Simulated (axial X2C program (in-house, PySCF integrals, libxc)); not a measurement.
The numbers below are computed, except where a source is named.
# In₂⁻: input and output

Program: an axial X2C code built on PySCF integrals.

The run was started with this input:
```json
{"zs": [49, 49], "q": -1, "bas": ["dyall-acv3z", "dyall-acv3z"], "levels": ["PBE0", "HF", "M06"], "cc": true, "r0": 2.84, "thr": -1.0, "nmax": 90, "npts": 10, "nst": 2, "ntry": 6}
```
```bash
python so2c.py task.json out
```

Keys: zs atomic numbers; q charge; bas basis sets; levels methods; cc coupled cluster on or off; r0 starting distance in Å; thr threshold in hartree for freezing inner shells (an s shell follows its p shell); nmax most natural virtual spinors; npts points on the curve; nst determinants followed; ntry starts of the search. HF also brings MP2.

Output of the HF step, two-component, at R = 2.865 Å for the state Ω = 3/2. It starts from PBE0 orbitals of this distance.

```
two-component X2C + atomic mean field  HF
basis functions 290  fitting functions 1496  grid points 5808
iter        total energy     max residual
   1     -11751.709503131     2.31e-01
   2     -11751.747888323     5.11e-03
   3     -11751.749261775     2.10e-03
   4     -11751.749475486     1.06e-03
   5     -11751.749530068     5.06e-04
   6     -11751.749552755     1.49e-04
   7     -11751.749556171     7.11e-05
   8     -11751.749556745     5.35e-05
   9     -11751.749556970     2.92e-05
  10     -11751.749557019     1.62e-05
  11     -11751.749557037     6.85e-06
  12     -11751.749557041     1.48e-06
  13     -11751.749557042     3.45e-07
converged
one-electron -17076.60431818  Coulomb 5205.24924768  exact exchange -317.31689187  xc functional 0.00000000  nuclear repulsion 443.47451428  atomic mean-field constant -6.55210896
correlated 7  virtual 385  natural virtual 90  E(MP2) -0.098101674  MP2 remainder -0.003730709
iter   CCSD correlation   residual
   1     -0.108359098   1.30e-01
   2     -0.113616167   4.94e-02
   3     -0.114090687   1.40e-02
   4     -0.114248905   5.82e-03
   5     -0.114250997   2.04e-03
   6     -0.114251720   6.34e-04
   7     -0.114255770   2.13e-04
   8     -0.114255084   1.00e-04
   9     -0.114255027   4.96e-05
  10     -0.114254986   2.39e-05
  11     -0.114255144   1.18e-05
  12     -0.114255188   5.88e-06
  13     -0.114255205   2.86e-06
(T) -0.007358408  T1 0.0317  D1 0.0438  max T2 0.087
```
Energies are in hartree; totals compare only within one Hamiltonian and basis. T1 in the output is the amplitude norm over the root of the electron number; divide by √2 for the Lee–Taylor value.
